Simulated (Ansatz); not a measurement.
Isolated molecules relaxed with PBE0-D4/def2-TZVP in Ansatz; ΔE leaves out vibrations. CBS: MP2 limit from def2 TZ/QZ plus the TZ coupled-cluster correction, frozen cores. This one scheme is used for every species. DFT in def2-TZVPP. B3LYP here is the variant with VWN-RPA as its local correlation; programs differ in this. Open shells (•) are unrestricted, without spin–orbit coupling. One conformer a species, not always the lowest.

`COB(C)F` → `[CH3]`• + `CB([O])F`•  (homolysis of the C–O bond)

```csv
level,ΔE (kcal/mol)
r2SCANh-D4,86.1
PBE-QIDH,94.5
revPBE,83.9
r2SCAN,85.7
PBE0,90.5
B3LYP,87.0
MP2/def2-QZVPP,103.8
HF/CBS(def2),56.7
```

(1) What does CCSD(T)/CBS give? (An estimate is asked.)

Largest T1 diagnostic among the species: 0.018.

Answers

(1) Ansatz gave: +96.3 kcal/mol. The listed levels differ from it by -10.2, -1.8, -12.4, -10.6, -5.8, -9.3, 7.5, -39.6 kcal/mol.

Leaving LDA and LC-ωPBE aside and taking each functional with its dispersion term where it has one, the values, not all of them listed here, spread over 9.2 kcal/mol, from r2SCAN0-D4 to ωB97M-V. LDA lies +22.1 kcal/mol from PBE without D4, its usual overbinding. At CCSD(T), def2-SVP lies −5.0 kcal/mol from the extrapolated value and def2-TZVPP −3.1 kcal/mol: correlation converges slowly with the basis, and small sets miss more of it in the bonded molecule than in its fragments.
